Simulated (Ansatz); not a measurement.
CH5FN2Si (`NC1(F)N[SiH2]1`), relaxed with RKS PBE0-D4/def2-TZVP in the Gaussian-basis code of Ansatz from a PBE-D4/def2-SVP geometry. The force threshold is 0.005 eV/Å; the program also tests the step.

Charge 0, multiplicity 1.

Start:

```xyz
10

N     0.641   -0.183   -1.351
C     0.251   -0.475   -0.018
F     0.796   -1.683    0.454
N    -1.137   -0.335    0.311
Si   -0.232    0.918    1.153
H     0.327   -0.941   -1.979
H     1.664   -0.149   -1.425
H    -1.846   -0.309   -0.429
H    -0.240    0.831    2.647
H    -0.223    2.326    0.637
```

```json
{"step": "1", "energy (eV)": "-14684.5964", "largest force (eV/Å)": "0.840", "largest move (Å)": "0.000"}
{"step": "2", "energy (eV)": "-14684.6411", "largest force (eV/Å)": "0.614", "largest move (Å)": "0.025"}
{"step": "3", "energy (eV)": "-14684.6520", "largest force (eV/Å)": "0.134", "largest move (Å)": "0.024"}
{"step": "4", "energy (eV)": "-14684.6527", "largest force (eV/Å)": "0.076", "largest move (Å)": "0.005"}
{"step": "5", "energy (eV)": "-14684.6530", "largest force (eV/Å)": "0.015", "largest move (Å)": "0.006"}
{"step": "6", "energy (eV)": "-14684.6530", "largest force (eV/Å)": "0.007", "largest move (Å)": "0.004"}
{"step": "7", "energy (eV)": "-14684.6530", "largest force (eV/Å)": "0.008", "largest move (Å)": "0.003"}
{"step": "8", "energy (eV)": "-14684.6530", "largest force (eV/Å)": "0.004", "largest move (Å)": "0.003"}
```

End:

```xyz
10

N     0.640   -0.200   -1.340
C     0.256   -0.458   -0.009
F     0.777   -1.664    0.461
N    -1.134   -0.323    0.312
Si   -0.244    0.903    1.136
H     0.326   -0.947   -1.954
H     1.645   -0.128   -1.421
H    -1.814   -0.288   -0.432
H    -0.217    0.808    2.610
H    -0.234    2.297    0.637
```

It took 24 s on 4 threads of an Intel Xeon Platinum 8259CL on a shared host, with 0.48 GiB of host memory at the peak.
